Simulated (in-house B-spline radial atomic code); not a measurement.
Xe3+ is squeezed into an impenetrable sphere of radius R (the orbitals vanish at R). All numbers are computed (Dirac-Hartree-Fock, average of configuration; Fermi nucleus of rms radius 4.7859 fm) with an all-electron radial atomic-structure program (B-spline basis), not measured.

Energies in eV above the free ion in [Kr] 4d10 5s2 5p3:

```csv
R (bohr),highest level (eV),[Kr] 4d10 5s2 5p3,[Ar] 3d10 4s2 4p5 4d10 5s2 5p3 5f1,[Kr] 4d10 5s1 5p3 5f1
9.37,-41.3,0,184.6,44.5
6.91,-41.3,0.00133,186.2,46.46
4.89,-41.1,0.2919,193,54.07
4.34,-40.6,1.132,198.2,59.6
3.73,-39,4.785,209.4,71.58
3.03,-32.4,23.58,244.6,107.3
2.56,-19.4,68.71,311.3,171.4
2.21,2.96,157.7,428.4,280.1
1.76,78,510.3,851.1,663.6
1.28,363,2251,2779,2411
```

Question: Does [Ar] 3d10 4s2 4p5 4d10 5s2 5p3 5f1 fall below [Kr] 4d10 5s2 5p3 under compression?

Answer: No, it stays above over the whole range.

Question: Does [Kr] 4d10 5s1 5p3 5f1 fall below [Kr] 4d10 5s2 5p3 under compression?

Answer: No, it stays above over the whole range.

The highest level is first positive in the row R = 2.21 bohr, pushed up by confinement above the zero of the free ion's potential. Each configuration is held fixed and needn't be the lowest in the sphere.
